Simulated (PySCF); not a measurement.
Correlation energy of Os⁵⁸⁺ (osmium, charge +58)

Starting occupation: [Ar]. Computed with PySCF 2.14 in an uncontracted even-tempered set (17 s from 6.1 bohr⁻², ratio 2.6; 14 p from 8 bohr⁻², ratio 2.6; 5 d from 8.2 bohr⁻², ratio 2.8; 3 f from 130 bohr⁻², ratio 2.8), with X2C-1e with screened-nucleus spin-orbit coupling, Gaussian nucleus. Frozen: [Ne]; 8 electrons correlated; the 60 highest virtual spinors left out.

MP2 pair energies summed by pair of shells (mhartree):

```
       pair   energy  share (%)
3p3/2-3p3/2  -199.99       43.7
3p1/2-3p3/2  -164.19       35.8
3p1/2-3p1/2   -41.11        9.0
3p3/2-3s1/2   -24.10        5.3
3s1/2-3s1/2   -15.11        3.3
3p1/2-3s1/2   -13.54        3.0
```

Total MP2 correlation energy: -458.05 mhartree.

The virtual space was cut to 54 spinors, which keep -443.23 of the -458.05 mhartree of MP2 correlation.

```json
{"level": "CCSD", "correlation energy (mhartree)": "-482.82"}
{"level": "(T)", "correlation energy (mhartree)": "-1.47"}
{"level": "CCSD(T)", "correlation energy (mhartree)": "-484.29"}
```

Diagnostics: T1 = 0.00015, largest double amplitude 0.033.

Task: Is a single reference adequate?

Result: Yes: T1 lies below 0.03 and no double amplitude reaches 0.07.

The coupled-cluster values are those of the cut space; adding the MP2 remainder, -14.82 mhartree, estimates the full space.

At this charge the one-electron X2C treatment keeps the bare 1/r₁₂, with no two-electron picture change or Breit term. The effect here is smaller than on the frozen 1s shell.
